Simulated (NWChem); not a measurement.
Molecule: SiHI$_{2}$Cl; SMILES Cl[SiH](I)I

```xyz
5

Si     0.7058     0.5990     0.0000
Cl     2.5916    -0.2556     0.0000
I     -0.5139    -0.0685     2.0223
I     -0.5139    -0.0685    -2.0223
H      0.8536     2.0858     0.0000
```
Atoms are numbered in this order, from 1.

All runs: NWChem. STO-3G and 3-21G are far too small for this property and stand as cheap habits. Structure relaxed at the PBE-D3(BJ)/def2-SVP level. def2 effective core potentials on I; no spin-orbit coupling. Field at 589 nm.

Problem. Among these, which level gives the highest value of “isotropic polarisability (bohr³)”?
A) B3LYP/def2-SVPD (core potentials)
B) B3LYP/STO-3G (all-electron, non-relativistic)
C) B3LYP/def2-SVP (core potentials)

Solution. A, B3LYP/def2-SVPD (core potentials). Values: B3LYP/STO-3G (all-electron, non-relativistic) 39.5; B3LYP/def2-SVP (core potentials) 87.1; B3LYP/def2-SVPD (core potentials) 118.8
